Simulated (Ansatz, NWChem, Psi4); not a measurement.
## How methods differ on SiF3 (trifluorosilyl)

The species is SiF3 (4 atoms), meant as a doublet with charge 0. As SMILES, `F[Si](F)F`. The shape is that of a PBE0-D4/def2-TZVP optimisation.

Quantity: the vertical electron affinity (to the singlet anion), in eV. The values are calculated.

The electron affinity is E(neutral) − E(anion): positive where the electron is bound.

| level | kind | program | value (eV) | CPU time (all runs) |
| --- | --- | --- | --- | --- |
| U-revPBE/aug-cc-pVDZ | GGA | Psi4 | 1.52 | 2.1 min |
| UB3LYP/aug-cc-pVDZ | global hybrid | NWChem | 1.74 | 47 s |
| U-wB97X-V/aug-cc-pVDZ | range-separated hybrid | Psi4 | 1.64 | 3.9 min |
| UPBE-QIDH/aug-cc-pVDZ | double hybrid | Ansatz | 1.48 | 24 s |
| RPA@PBE0/aug-cc-pVDZ | RPA | Ansatz | 1.58 | 30 s |
| UMP3/aug-cc-pVDZ | perturbation theory | Psi4 | 1.42 | 86 s |
| UOMP2/aug-cc-pVDZ (density fitting for correlation) | perturbation theory | Psi4 | 1.34 | 4.1 min |
| UCCSD/aug-cc-pVDZ | coupled cluster or CI | Psi4 | 1.43 | 4.2 min |
| FCI/STO-3G | full CI, core frozen | Ansatz | -5.81 | 5.6 s |

Where it was recorded, the anion's HOMO is positive in U-revPBE/aug-cc-pVDZ, UB3LYP/aug-cc-pVDZ: a fault of the level (basis or self-interaction), which says nothing on whether the real anion is bound. Sets without diffuse functions describe the anion poorly, and affinities from them come out too low, at high levels too. The values span -5.81 to 1.74 eV. High-level rows in very small sets aren't better than simpler rows in larger ones. The levels disagree on the sign; a negative value means an electron held by the basis alone. CPU times are rough (shared hosts, several kinds of processor and program).
